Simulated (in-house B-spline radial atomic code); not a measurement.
Ionising the magnesium ion Mg⁵⁺ with different functionals

Computed with a radial B-spline atomic code at the basis-set limit: non-relativistic Hamiltonian, point nucleus, spin-polarised at highest spin, spherical fractional occupations for the functionals, the average over the highest-spin determinants for Hartree-Fock. The ionisation energy is the difference of two self-consistent energies, [He] 2s2 2p3 → [He] 2s2 2p2, without Breit or QED terms; ε is the level of the shell that loses the electron (its least bound occupied spin orbital).

Hybrids are left out here: with spherical fractional occupations of an open shell their exact exchange keeps a self-interaction that integer-occupation calculations don't have.

```tsv
method	rung	ΔSCF (eV)	-ε(2p) (eV)
Hartree-Fock	Hartree-Fock	186.77	188.29
LDA VWN5	LDA	187.24	168.64
LDA PW92	LDA	?	?
LDA exchange-only	LDA	185.63	167.09
PBE	GGA	?	?
PBEsol	GGA	187.12	168.54
BLYP	GGA	187.40	168.71
RPBE	GGA	187.33	168.74
PW91	GGA	187.60	168.98
BP86	GGA	187.39	168.77
AM05	GGA	187.06	168.48
OLYP	GGA	188.04	169.45
TPSS	meta-GGA	187.82	169.29
SCAN	meta-GGA	189.30	171.05
r2SCAN	meta-GGA	189.16	170.91
M06-L	meta-GGA	189.14	170.94
revTPSS	meta-GGA	187.55	169.06
```

Question: What does LDA PW92 give?

Answer: ΔSCF 187.23 eV, and -ε(2p) = 168.63 eV.

Question: What does PBE give?

Answer: ΔSCF 187.36 eV, and -ε(2p) = 168.76 eV.

Question: How do they compare with the NIST value?

Answer: NIST lists 186.76 eV ± 0.06 (semi-empirical, ground level to ground level). Errors run from -1.13 to +2.54 eV; Hartree-Fock is closest (+0.01 eV), but part of that can be cancellation, since the calculations leave out relativity, Breit-QED terms, multiplet and fine-structure energies. Hartree-Fock also lacks correlation.
